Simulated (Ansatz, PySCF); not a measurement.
System: sum formula H6Si2O, net charge 0, singlet state. 
Coordinates optimised at B3LYP-D3(BJ)/def2-TZVP (Ansatz, an electronic-structure program):
```
O
Si 1 1.6366
Si 1 1.6366 2 149.58
H 2 1.4780 1 108.35 3 -179.52
H 3 1.4780 1 108.35 2 -179.52
H 3 1.4817 5 109.63 1 120.17
H 2 1.4817 4 109.63 1 120.17
H 2 1.4818 4 109.62 7 119.64
H 3 1.4818 5 109.62 6 119.64
```

PBE beside other levels, property by property. Cores are frozen in the correlated levels unless marked. Open shells are spin-unrestricted. Spin-orbit coupling is left out. Non-relativistic. CBS marks a two-point X^-3 extrapolation of the correlation energy; Hartree-Fock from the larger set. The bracket is a focal-point correction in the basis named. Rows marked 298 K are enthalpies with B3LYP-D3(BJ) harmonic zero-point and thermal terms. Atomisation energies are electronic, to ground-state atoms; the column to compare with has the core term from cc-pwCVTZ added, other frozen-core levels have none. Frequencies are from Ansatz or PySCF. The coupled-cluster column (Ansatz) is a level with limits of its own: (a) RI-MP2/CBS(aug-cc-pV(T+d)Z,aug-cc-pV(Q+d)Z)+[CCSD(T)-MP2]/aug-cc-pV(T+d)Z; (b) CCSD(T)/CBS(aug-cc-pV(T+d)Z,aug-cc-pV(Q+d)Z).

```
property                                                                         PBE/def2-TZVPD (Ansatz)  B2PLYP-D3(BJ)/def2-TZVPD (Ansatz + dftd3)  CCSD(T)/aug-cc-pV(T+d)Z (Ansatz)  CCSD(T)/cc-pV(T+d)Z (Ansatz)  coupled cluster
-------------------------------------------------------------------------------  -----------------------  -----------------------------------------  --------------------------------  ----------------------------  ---------------
atomisation energy (kcal/mol)                                                                      679.1                                      688.8                             684.4                         680.2        700.7 (b)
O-Si bond dissociation enthalpy, 298 K, to [SiH3] (SiH3) + [O][SiH3] (kcal/mol)                    116.8                                      126.5                             127.0                         126.4        130.4 (a)
```

As the rows show:
- atomisation energy: PBE lies 21.6 kcal/mol below coupled cluster.
- O-Si bond dissociation enthalpy, 298 K, to [SiH3] (SiH3) + [O][SiH3]: PBE lies 13.6 kcal/mol below coupled cluster.
